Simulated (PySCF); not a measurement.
# SeCl₂: from structure and modes to constants

Level of theory: PBE0/[Se def2-TZVP, Cl def2-TZVP], no relativity, density fitting, PySCF.

The singlet minimum has C2v symmetry. Masses (u): Se 79.91652, Cl 34.96885.

```xyz
3
charge 0 multiplicity 1, angstrom
Se    0.0000    0.0000   -0.6335
Cl    1.6630    0.0000    0.7248
Cl   -1.6630    0.0000    0.7248
```

Harmonic wavenumbers (cm⁻¹): 162.8 (a1, ×1), 415.9 (b2, ×1), 437.9 (a1, ×1).

**Question.** Find the principal moments of inertia and the rotational constants. What kind of rotor is it?

**Answer.** About the centre of mass I = 68.811, 193.41, 262.22 u Å². With B = 16.8576/I this gives 0.245, 0.08716, 0.06429 cm⁻¹. The molecule is an asymmetric top with κ = -0.75.

**Question.** Give the standard entropy (298.15 K, 1 bar) by its translational, rotational, vibrational and spin parts, and Cp.

**Answer.** Sackur–Tetrode with M = 149.85 u gives 171.3; rotation with symmetry number 2 gives 105.4; vibration 17.8; spin R ln 1 = 0.0. The total is 294.5 J/(mol K), and Cp = 4 R + 19.7 = 53.0 J/(mol K).
